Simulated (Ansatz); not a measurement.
Program: Ansatz. Geometries: PBE0-D4/def2-TZVP. ΔE: electronic, gas phase. CCSD(T)/CBS adds triple-zeta CCSD(T) − MP2 to the extrapolated MP2 energy (def2 sets, frozen cores). DFT in def2-TZVPP. For Ga outer-core shells are correlated without core-valence functions, which leaves a few kJ/mol of doubt a bond. Scalar relativity is left out up to krypton. One conformer a species, not always the lowest.

`[BH2][GaH][CH3]` + `[OH][Al]([Cl])[Cl]` → `B[O][Al]([Cl])[Cl]` + `[CH3][GaH2]`  (cleavage of the B–Ga bond)

```json
{"species": "`[BH2][GaH][CH3]`", "PBE0-D4 energy (Eh)": "-1991.04517"}
{"species": "`[OH][Al]([Cl])[Cl]`", "PBE0-D4 energy (Eh)": "-1238.43853"}
{"species": "`B[O][Al]([Cl])[Cl]`", "PBE0-D4 energy (Eh)": "-1263.88386"}
{"species": "`[CH3][GaH2]`", "PBE0-D4 energy (Eh)": "-1965.65606"}
```

Question: Work out ΔE.

Answer: ΔE = (-1263.88386) + (-1965.65606) − (-1991.04517) − (-1238.43853) = -0.05622 Eh = -147.6 kJ/mol. CCSD(T)/CBS gives -147.6 kJ/mol.

Largest T1 diagnostic among the species: 0.013.

In def2-TZVPP, CCSD(T) changes the Hartree–Fock value by +21.7 kJ/mol (the triples alone add +1.3 kJ/mol) and MP2 by +18.1 kJ/mol. From PBE to PBE0 (25 % exact exchange), in def2-TZVPP and without D4, ΔE moves by −5.4 kJ/mol. At CCSD(T), def2-SVP lies −32.3 kJ/mol from the extrapolated value and def2-TZVPP −3.5 kJ/mol.
